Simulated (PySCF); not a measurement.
PySCF input (B3PW91/6-31G* (5d)):

```python
from pyscf import gto, dft

mol = gto.M(
    atom='''
    C     1.34411100   -0.99135500    0.56938700
    B    -0.00755700   -0.27908600    0.16143500
    C    -1.39620100   -0.93223800    0.54330300
    S     0.03368000    1.24374700   -0.71943800
    H     1.36292700   -1.99767200    0.13875500
    H     2.25327900   -0.47338600    0.26712300
    H     1.36741600   -1.11997800    1.65630200
    H    -1.44570700   -1.05929000    1.62952500
    H    -1.45019700   -1.93698300    0.11197800
    H    -2.27627100   -0.37566900    0.22400700
    ''',
    basis='6-31g*',
    charge=0,
    spin=1,
    verbose=4,
)

mf = dft.UKS(mol, xc='b3pw91')
mf.grids.level = 3
mf.conv_tol = 1e-9
mf.max_cycle = 100
mf.max_memory = 1500
mf.kernel()
if not mf.converged:
    mf = mf.newton()
    mf.kernel(mf.make_rdm1())
mo, _, stable, _ = mf.stability(return_status=True)
if not stable:
    mf.kernel(mf.make_rdm1(mo, mf.mo_occ))
    stable = mf.stability(return_status=True)[2]
mf.dip_moment()
```

From the output:

```
SCF max_cycles = 100
direct_scf = True
direct_scf_tol = 1e-13
number electrons alpha = 20  beta = 19
XC library pyscf.dft.libxc version 7.1.2
    S. Lehtola, C. Steigemann, M. J. T. Oliveira, and M. A. L. Marques,  SoftwareX 7, 1–5 (2018)
XC functionals = b3pw91
    A. D. Becke,  J. Chem. Phys. 98, 5648 (1993)
radial grids:
    Treutler-Ahlrichs [JCP 102, 346 (1995); DOI:10.1063/1.469408] (M4) radial grids

becke partition: Becke, JCP 88, 2547 (1988); DOI:10.1063/1.454033
pruning grids: <function nwchem_prune>
grids dens level: 3
symmetrized grids: False
atomic radii adjust function: <function treutler_atomic_radii_adjust>
small_rho_cutoff = 0
Set gradient conv threshold to 3.16228e-05
tot grids = 120016
init E= -502.882284633536
  alpha nocc = 20  HOMO = -0.279965281387938  LUMO = -0.082461264689428
  beta  nocc = 19  HOMO = -0.315554734913213  LUMO = -0.279965281387939

WARN: HOMO -0.279965281387938 >= LUMO -0.279965281387939

cycle= 1 E= -502.736766486601  delta_E= 0.146  |g|= 0.289  |ddm|= 1.99
  alpha nocc = 20  HOMO = -0.228698587785679  LUMO = 0.0254444707232606
  beta  nocc = 19  HOMO = -0.24582058458346  LUMO = -0.128013855882506
  HOMO = -0.228698587786  LUMO = -0.128013855883  gap/eV = 2.73977
cycle= 2 E= -502.722847798328  delta_E= 0.0139  |g|= 0.328  |ddm|= 0.571
  alpha nocc = 20  HOMO = -0.266733061365867  LUMO = -0.0129869619279748
  beta  nocc = 19  HOMO = -0.259319528848935  LUMO = -0.146802182937284
  HOMO = -0.259319528849  LUMO = -0.146802182937  gap/eV = 3.06175
cycle= 3 E= -502.781011569431  delta_E= -0.0582  |g|= 0.0555  |ddm|= 0.343
  alpha nocc = 20  HOMO = -0.278410815851749  LUMO = -0.0114523232025907
  beta  nocc = 19  HOMO = -0.271733384027615  LUMO = -0.157461281844856
  HOMO = -0.271733384028  LUMO = -0.157461281845  gap/eV = 3.10950
cycle= 4 E= -502.783186014499  delta_E= -0.00217  |g|= 0.0102  |ddm|= 0.0936
  alpha nocc = 20  HOMO = -0.27994155121901  LUMO = -0.0133737491134007
  beta  nocc = 19  HOMO = -0.272379537970009  LUMO = -0.155190237235872
  HOMO = -0.27237953797  LUMO = -0.155190237236  gap/eV = 3.18888
cycle= 5 E= -502.783273266792  delta_E= -8.73e-05  |g|= 0.00455  |ddm|= 0.0201
  alpha nocc = 20  HOMO = -0.279139117639742  LUMO = -0.0122319143086074
  beta  nocc = 19  HOMO = -0.27105300728206  LUMO = -0.153662143597379
  HOMO = -0.271053007282  LUMO = -0.153662143597  gap/eV = 3.19437
cycle= 6 E= -502.783289421108  delta_E= -1.62e-05  |g|= 0.00105  |ddm|= 0.00805
  alpha nocc = 20  HOMO = -0.279464581476556  LUMO = -0.0125056679018503
  beta  nocc = 19  HOMO = -0.27122953538754  LUMO = -0.153663644612914
  HOMO = -0.271229535388  LUMO = -0.153663644613  gap/eV = 3.19913
cycle= 7 E= -502.783290841527  delta_E= -1.42e-06  |g|= 0.000191  |ddm|= 0.00259
  alpha nocc = 20  HOMO = -0.279492639452686  LUMO = -0.0125321053244085
  beta  nocc = 19  HOMO = -0.271236997121642  LUMO = -0.153668355103473
  HOMO = -0.271236997122  LUMO = -0.153668355103  gap/eV = 3.19921
cycle= 8 E= -502.783290904121  delta_E= -6.26e-08  |g|= 3.15e-05  |ddm|= 0.000609
  alpha nocc = 20  HOMO = -0.279488425208348  LUMO = -0.0125359971467245
  beta  nocc = 19  HOMO = -0.271226656103045  LUMO = -0.153666166293351
  HOMO = -0.271226656103  LUMO = -0.153666166293  gap/eV = 3.19898
cycle= 9 E= -502.783290907014  delta_E= -2.89e-09  |g|= 9.29e-06  |ddm|= 0.000134
  alpha nocc = 20  HOMO = -0.279489451770737  LUMO = -0.0125400981987527
  beta  nocc = 19  HOMO = -0.271225524608239  LUMO = -0.153667456212383
  HOMO = -0.271225524608  LUMO = -0.153667456212  gap/eV = 3.19892
cycle= 10 E= -502.783290907214  delta_E= -2e-10  |g|= 2.78e-06  |ddm|= 3.52e-05
  alpha nocc = 20  HOMO = -0.279489210522948  LUMO = -0.0125399262880266
  beta  nocc = 19  HOMO = -0.271224978152428  LUMO = -0.153667020985055
  HOMO = -0.271224978152  LUMO = -0.153667020985  gap/eV = 3.19891
Extra cycle  E= -502.783290907229  delta_E= -1.56e-11  |g|= 1.45e-06  |ddm|= 8.54e-06
converged SCF energy = -502.783290907229  <S^2> = 0.75374941  2S+1 = 2.0037459
uhf_internal: lowest eigs of H = [0.07765575 0.18724122 0.27698794]
<class 'pyscf.dft.uks.UKS'> wavefunction is stable in the internal stability analysis
Dipole moment(X, Y, Z, Debye): -0.03657, -1.35162,  0.78182
```

The geometry given is a B3LYP-D3(BJ)/def2-TZVP minimum.
